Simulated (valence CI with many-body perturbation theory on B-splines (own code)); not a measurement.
# E1 transitions of Kr23+

Level of theory: valence CI with perturbative core correlation (CI+MBPT): three valence electrons over a frozen Dirac-Fock core [Ne], radial functions for each j: 11 s, 11 p, 10 d, 8 f, 5 g, 2 h, with the one-electron correlation potential Σ1, the two-electron term Σ2, the three-electron term Σ3, Breit, model QED; selected CI, second order for the rest, scaled by the run's own slope (own B-spline code, finite nucleus).

No measured levels were compared; by estimate levels of excited configurations hold to 0.05 to 0.15 % of their energy, terms of the ground configuration to about 0.5 %.

Lines 51 to 100 of 576 in falling wavelength, among levels below 518.88 eV, chosen from the strongest by gf and those to the six lowest levels. Wavelengths and rates use the calculated energies, so an error of 500 cm⁻¹ moves a line at 190.5 Å by 0.095 % and its rate by three times that or more. Electric multipoles are in the length gauge, E1 and E2 with the static RPA response of the core. Weak lines are less certain than strong ones. Lines between different terms over intervals too small for the method are left out, as are lines whose strength nearly cancels. The highest levels of a list are the least certain.

Names give the largest LS component (configuration and term), which can be under half, so a name can repeat, a term be missing and a line seem to break the LS rules; names also repeat where a configuration has a term twice. Letters in brackets count levels of one name in rising energy.

```
λ vac (Å)               Upper               Lower   A (s⁻¹)  S (a.u.)
    190.5       3p3d² ⁴F°_5/2        3s3d² ⁴F_7/2  4.64e+09  9.50e-02
    189.4         3p³ ⁴S°_3/2        3s3p² ²D_3/2  6.22e+08  8.35e-03
    189.2    3p²3d ²F_5/2 [b]  3s3p3d ²P°_3/2 [a]  7.08e+09  1.42e-01
    188.9    3p²3d ²F_7/2 [b]  3s3p3d ²F°_7/2 [b]  6.45e+09  1.72e-01
    188.4        3p²3d ⁴F_7/2      3s3p3d ⁴F°_9/2  1.04e+10  2.74e-01
    188.2          3d³ ²P_3/2   3p3d² ²P°_3/2 [c]  6.33e+09  8.33e-02
    187.9        3p²3d ⁴D_7/2  3s3p3d ²D°_5/2 [a]  5.86e+09  1.53e-01
    187.8   3p3d² ²F°_5/2 [c]        3s3d² ²D_3/2  7.69e+09  1.51e-01
    187.5       3p3d² ²H°_9/2    3p²3d ²F_7/2 [b]  7.18e+09  2.33e-01
    187.3       3p3d² ⁴F°_5/2        3s3d² ⁴F_5/2  5.17e+09  1.01e-01
    186.4    3p²3d ²F_5/2 [a]      3s3p3d ⁴F°_7/2  9.64e+09  1.85e-01
    186.3   3p3d² ⁴D°_5/2 [b]        3s3d² ⁴P_5/2  4.98e+09  9.54e-02
    186.1  3s3p3d ²F°_7/2 [a]        3s²3d ²D_5/2  4.12e+09  1.05e-01
    185.5        3p²3d ⁴F_3/2      3s3p3d ⁴F°_5/2  1.02e+10  1.29e-01
    184.1        3p²3d ²G_7/2  3s3p3d ²F°_5/2 [a]  1.37e+10  3.37e-01
    184.0   3p3d² ²G°_7/2 [a]        3s3d² ⁴F_5/2  3.37e+09  8.28e-02
    182.7   3p3d² ²G°_9/2 [b]        3s3d² ²F_7/2  4.15e+10  1.25e+00
    182.0         3p³ ²D°_3/2        3s3p² ⁴P_5/2  1.14e+10  1.36e-01
    181.9        3p²3d ⁴F_7/2      3s3p3d ⁴P°_5/2  1.15e+10  2.73e-01
    181.8   3p3d² ²F°_7/2 [b]        3s3d² ²G_9/2  1.41e+10  3.34e-01
    181.2   3p3d² ⁴D°_7/2 [b]        3s3d² ⁴P_5/2  1.22e+10  2.87e-01
    180.7   3p3d² ²D°_5/2 [b]        3s3d² ²P_3/2  2.96e+10  5.18e-01
    180.7   3p3d² ²F°_7/2 [b]        3s3d² ²D_5/2  1.17e+10  2.73e-01
    180.6        3p²3d ⁴F_9/2      3s3p3d ⁴F°_9/2  1.65e+10  4.79e-01
    180.3       3p3d² ⁴F°_9/2        3s3d² ⁴F_9/2  1.20e+10  3.47e-01
    179.8        3p²3d ⁴P_5/2      3s3p3d ⁴D°_7/2  1.24e+10  2.13e-01
    179.2    3p²3d ²D_5/2 [c]  3s3p3d ²P°_3/2 [c]  6.55e+09  1.12e-01
    179.1        3p²3d ⁴F_3/2      3s3p3d ⁴F°_3/2  1.07e+10  1.21e-01
    179.0       3p3d² ⁴P°_5/2        3s3d² ⁴P_3/2  1.12e+10  1.90e-01
    178.4   3p3d² ²F°_5/2 [d]        3s3d² ²F_5/2  7.61e+09  1.28e-01
    178.3        3s3p² ²P_1/2       3s²3p ²P°_3/2  1.27e+09  7.12e-03
    178.3    3p²3d ²D_5/2 [c]  3s3p3d ²D°_5/2 [b]  1.53e+10  2.57e-01
    178.0      3s3p3d ⁴F°_3/2        3s3p² ²D_3/2  1.58e+09  1.75e-02
    177.1       3p3d² ⁴F°_9/2        3s3d² ⁴F_7/2  6.20e+09  1.70e-01
    177.1        3p²3d ⁴P_3/2      3s3p3d ⁴D°_5/2  1.17e+10  1.29e-01
    176.3   3p3d² ²D°_3/2 [c]        3s3d² ²D_3/2  1.30e+10  1.40e-01
    176.3    3p²3d ²F_7/2 [a]      3s3p3d ⁴F°_7/2  3.95e+09  8.55e-02
    176.2   3p3d² ²D°_3/2 [d]        3s3d² ²P_1/2  3.51e+10  3.80e-01
    176.1   3p3d² ²P°_1/2 [b]        3s3d² ²D_3/2  1.85e+10  9.97e-02
    175.7    3p²3d ²D_3/2 [c]  3s3p3d ²P°_3/2 [c]  9.75e+09  1.04e-01
    175.5   3p3d² ²G°_7/2 [c]        3s3d² ²F_7/2  1.16e+10  2.48e-01
    175.4   3p3d² ⁴D°_7/2 [a]        3s3d² ⁴F_9/2  4.06e+09  8.65e-02
    175.2   3p3d² ²G°_7/2 [b]    3p²3d ²F_7/2 [b]  6.09e+09  1.29e-01
    174.3          3d³ ²G_7/2   3p3d² ²F°_5/2 [d]  1.74e+10  3.63e-01
    173.9        3p²3d ⁴D_7/2      3s3p3d ⁴D°_7/2  6.87e+09  1.43e-01
    173.6        3p²3d ⁴F_5/2      3s3p3d ⁴F°_5/2  7.88e+09  1.22e-01
    173.5   3p3d² ²G°_7/2 [c]        3s3d² ²F_5/2  3.75e+10  7.74e-01
    173.4          3d³ ²P_3/2   3p3d² ²D°_5/2 [b]  8.22e+09  8.46e-02
    173.3   3p3d² ²P°_1/2 [c]        3s3d² ²S_1/2  2.39e+10  1.23e-01
    173.0    3p²3d ²D_3/2 [c]  3s3p3d ²P°_3/2 [b]  9.68e+09  9.89e-02
```
